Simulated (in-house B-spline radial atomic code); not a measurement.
The copper ion Cu³⁺: [Ar] (3d3/2)4 (3d5/2)4 (an excited or competing configuration)

All numbers are computed (Dirac-Hartree-Fock, average of the jj configuration; Fermi nucleus of rms radius 3.8823 fm) with an all-electron radial atomic-structure program (B-spline basis), not measured.

Z_r = [3n² - l(l+1)]/(2<r>); Z_e = n√(-2ε); the last column is Slater's effective charge. Values are occupation-weighted means over j.

```csv
shell,electrons,ε (eV),<r> (bohr),Z_r,Z_e,Slater
1s,2,-9099.9,0.0521,28.79,25.86,28.70
2s,2,-1182.8,0.2339,25.65,18.65,24.85
2p,6,-1023.2,0.2061,24.26,17.34,24.85
3s,2,-187.57,0.7048,19.16,11.14,17.75
3p,6,-138.07,0.737,16.96,9.56,17.75
3d,8,-60.54,0.8453,12.42,6.33,8.55
```

The least bound orbital is 3d5/2 at -60.15 eV, and it is also the most diffuse (<r> = 0.8485 bohr).

For the 1s electron the small component carries 1.09 % of the norm, the zero-frequency Breit interaction raises the level by 11.83 eV, self-energy by 5.992 eV, and vacuum polarisation lowers it by 0.5442 eV.
